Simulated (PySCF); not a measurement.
BrCs (SMILES [Br][Cs]), singlet, at a GFN2-xTB geometry (such geometries of metal compounds can be far from the true shape) (core potentials on Cs). Base run: B3LYP/def2-SV(P) in PySCF.

Here is a job for PySCF.
```python
from pyscf import gto, scf, dft

mol = gto.Mole()
mol.atom = '''
    Cs   -0.00000000   -0.00000000   -1.19327963
    Br    0.00000000    0.00000000    1.87515370
'''
mol.basis = 'def2-sv(p)'
mol.ecp = {'Cs': 'def2-sv(p)'}
mol.verbose = 4
mol.build()

mf = dft.RKS(mol)
mf.xc = 'b3lyp'
mf.kernel()
mf.analyze()
```

The base run was repeated with changes; each row names its change, and settings that it needs were set with it.

| change | ΔE vs base (µEh) | grid points | electrons on the grid |
|---|---|---|---|
| base | 0.0 | 44136 | 44.00002 |
| grids.prune = dft.gen_grid.treutler_prune | 0.5 | 43712 | 44.00002 |
| grids.level = 7 | 10.4 | 183480 | 44.00000 |
| grids.atom_grid = (30, 110) | -2632 | 4872 | 43.99991 |
| grids.radi_method = mura_knowles | 1.3 | 36080 | 44.00001 |
| grids.radi_method = gauss_chebyshev | -1.4 | 39872 | 44.00002 |
| grids.atom_grid = (75, 302) | 41.5 | 26584 | 44.00000 |
| grids.becke_scheme = stratmann | 6.3 | 44136 | 44.00000 |
| grids.level = 4 | 8.6 | 64640 | 44.00000 |
| grids.level = 0 | -2156 | 5672 | 43.99911 |
| grids.radi_method = delley | 12.4 | 37664 | 43.99964 |
